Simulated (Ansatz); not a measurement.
Species: AgH, net charge 0, singlet state. SMILES: [AgH]
Geometry: optimised at B3LYP-D3(BJ)/def2-TZVP (Ansatz, an electronic-structure program).

Wanted: atomisation energy (electronic, to ground-state atoms), in eV. Cores are frozen in the correlated levels unless marked. Open shells are spin-unrestricted. Spin-orbit coupling is left out. The frozen core is the preceding noble-gas configuration, with the filled d and f shells of earlier blocks. In def2 rows, elements after Kr have scalar-relativistic effective core potentials. The coupled-cluster limit lacks core correlation, which all-electron functionals hold. CBS marks a two-point X^-3 extrapolation of the correlation energy; Hartree-Fock from the larger set.

```tsv
level	program	atomisation energy (eV)
revPBE-D4/def2-TZVPD	Ansatz + dftd4	2.39
r2SCAN-D3(BJ)/def2-TZVPD	Ansatz + dftd3	2.47
B3LYP-D4/def2-TZVPD	Ansatz + dftd4	2.39
BHLYP-D4/def2-TZVPD	Ansatz + dftd4	2.18
BHLYP/def2-TZVPD	Ansatz	2.16
r2SCANh-D4/def2-TZVPD	Ansatz + dftd4	2.41
r2SCAN0/def2-TZVPD	Ansatz	2.31
```

What does CCSD(T)/CBS(def2-TZVPPD,def2-QZVPPD) (Ansatz) give?

2.34 eV
